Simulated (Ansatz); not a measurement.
Start from `F[SiH2][SbH2]` and change one atom or group to get `F[SiH2][InH2]`.

Ansatz, PBE0-D4/def2-TZVP geometries, multiplicity 1. 

Elements past krypton have def2 core potentials.  Spin–orbit coupling is left out; it splits and shifts lone-pair levels of the heavy atoms by tenths of an eV.

| property | `F[SiH2][SbH2]` |
| --- | --- |
| LUMO energy (PBE/def2-TZVPP) / eV | -1.45 |
| HOMO–LUMO gap (PBE0/def2-TZVPP) / eV | 6.73 |
| zero-point energy (PBE0-D4/def2-TZVP) / kJ/mol | 87.7 |
| LUMO energy (PBE0/def2-TZVPP) / eV | -0.68 |
| size of the dipole moment (PBE/def2-TZVPP) / D | 1.08 |
| LUMO energy (B3LYP/def2-TZVPP) / eV | -0.89 |

(1) What does the change do to each property? (Best estimate.)

## Answers

(1) Ansatz gave: 
| property | `F[SiH2][InH2]` | shift |
| --- | --- | --- |
| LUMO energy (PBE/def2-TZVPP) / eV | -3.00 | -1.55 |
| HOMO–LUMO gap (PBE0/def2-TZVPP) / eV | 5.14 | -1.59 |
| zero-point energy (PBE0-D4/def2-TZVP) / kJ/mol | 81.9 | -5.8 |
| LUMO energy (PBE0/def2-TZVPP) / eV | -2.28 | -1.60 |
| size of the dipole moment (PBE/def2-TZVPP) / D | 1.11 | 0.03 |
| LUMO energy (B3LYP/def2-TZVPP) / eV | -2.55 | -1.66 |

Dipoles are sizes alone; their direction can turn.

B3LYP here is the variant with VWN-RPA as its local correlation; programs differ in this.
